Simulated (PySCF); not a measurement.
```xyz
4
charge 0 multiplicity 1, angstrom
Te    0.0000    0.0000   -0.3743
S     1.0272    0.0000    2.0839
S    -1.0272    0.0000    2.0839
S     0.0000    0.0000   -2.6470
```

Method: PBE0/[Te def2-SVP with ECP28, S def2-SVP], scalar-relativistic core potentials, density fitting, no spin–orbit coupling, PySCF.

This geometry of TeS3 is a stationary point at this level.

Question: What is the point group?

Answer: C2v.

Question: Is it a minimum?

Answer: No: it has 2 imaginary modes, at 164i cm⁻¹ (b1), 35i cm⁻¹ (b2).

Question: Which band is strongest in the infrared?

Answer: 629 cm⁻¹ (b2), 131 km/mol.

Question: What are the dipole moment and the gap between the highest occupied and lowest empty levels?

Answer: 1.94 D and 0.67 eV.

Question: Give the atomic charges and bond orders.

Answer: 
```csv
atom,Mulliken,Löwdin,polar tensor,Mayer order to Te1
Te1,0.61,0.35,0.26,–
"S2,3",-0.20,-0.13,0.03,0.70
S4,-0.22,-0.09,-0.31,1.86
```
Other Mayer orders above 0.3: S–S 1.23.

This need not be the most stable arrangement of these atoms. At this level a singlet minimum of Cs symmetry lies 149 kJ/mol below this structure. The small gap makes a closed-shell description doubtful.
